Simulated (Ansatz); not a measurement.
Cost and result for the atomization energy of ClGeH6NSi, SMILES `[NH2][GeH2][SiH2]Cl` (10 atoms, 9 bonds).

```json
{"atom": "N1", "x (Å)": "-1.6949", "y (Å)": "0.4856", "z (Å)": "0.5902"}
{"atom": "Ge2", "x (Å)": "-0.5798", "y (Å)": "-0.4392", "z (Å)": "-0.5521"}
{"atom": "Si3", "x (Å)": "1.6630", "y (Å)": "0.0365", "z (Å)": "0.0982"}
{"atom": "Cl4", "x (Å)": "2.0402", "y (Å)": "-0.7383", "z (Å)": "1.9689"}
{"atom": "H5", "x (Å)": "-1.6193", "y (Å)": "1.4908", "z (Å)": "0.5152"}
{"atom": "H6", "x (Å)": "-2.6696", "y (Å)": "0.2335", "z (Å)": "0.4975"}
{"atom": "H7", "x (Å)": "-0.7597", "y (Å)": "-0.0768", "z (Å)": "-2.0509"}
{"atom": "H8", "x (Å)": "-0.9121", "y (Å)": "-1.9298", "z (Å)": "-0.3752"}
{"atom": "H9", "x (Å)": "1.8984", "y (Å)": "1.5024", "z (Å)": "0.1592"}
{"atom": "H10", "x (Å)": "2.6340", "y (Å)": "-0.5647", "z (Å)": "-0.8510"}
```

Charge 0, multiplicity 1. Correlated methods include outer-core shells of Ge, which these sets cover unevenly. Scalar relativity is left out up to krypton. All single points use the PBE0-D4/def2-TZVP geometry. It is one conformer, not always the lowest. Program: Ansatz. All runs use 4 threads of an Arm Neoverse V1 on a shared host. Times are those of one run each, without the atoms' runs, and a repeat can differ threefold. Electronic energies, without spin–orbit coupling; frozen cores. CCSD(T)/CBS adds CCSD(T) − MP2 in def2-TZVPP to the MP2 limit, and its time is that of the two runs behind it. T1 = 0.011. With those shells the extrapolation isn't a true limit. B3LYP takes the VWN-RPA correlation (the form of Gaussian; ORCA's B3LYP/G).

CCSD(T)/CBS is a level of theory with its own doubt, some kJ/mol a heavy atom from the limit and from the frozen cores, so smaller differences don't rank the functionals.

| level | functions | wall time | atomization (kJ/mol) | difference from CCSD(T)/CBS | per bond |
| --- | --- | --- | --- | --- | --- |
| PBE-D4/def2-TZVPP (with forces) | 247 | 2.7 s | 2961.2 | -10.8 | -1.2 |
| PBE0-D4/def2-TZVPP | 247 | 3.8 s | 2931.3 | -40.7 | -4.5 |
| r2SCAN-D4/def2-TZVPP (with forces) | 247 | 6 s | 2954.2 | -17.8 | -2.0 |
| B3LYP-D4/def2-TZVPP (with forces) | 247 | 6 s | 2948.1 | -23.9 | -2.7 |
| B2PLYP/def2-TZVPP | 247 | 6.5 s | 2911.3 | -60.7 | -6.7 |
| ωB97X-V/def2-TZVPP | 247 | 10 s | 2988.3 | 16.3 | 1.8 |
| ωB97M-V/def2-TZVPP (with forces) | 247 | 14 s | 2958.9 | -13.1 | -1.5 |
| MP2/def2-QZVPP | 466 | 24 s | 2940.0 | -32.0 | -3.6 |
| CCSD(T)/def2-TZVPP | 247 | 3.1 min | 2887.1 | -84.9 | -9.4 |
| CCSD(T)/CBS(def2) | – | 3.4 min | 2972.0 | 0.0 | 0.0 |

From PBE to PBE0 (25 % exact exchange), in def2-TZVPP and without D4, the atomization energy moves by −26.7 kJ/mol: exact exchange takes away binding that semilocal exchange gives to molecules. The D4 term adds +37.2 kJ/mol with B3LYP and +19.7 kJ/mol with PBE0; it sums over pairs of atoms, weighted by their polarisabilities, and B3LYP, whose exchange is more repulsive, gets the larger term. In def2-TZVPP, CCSD(T) changes the Hartree–Fock value by +780.3 kJ/mol (the triples alone add +39.8 kJ/mol) and MP2 by +783.2 kJ/mol; breaking electron pairs costs correlation energy, which Hartree–Fock lacks.
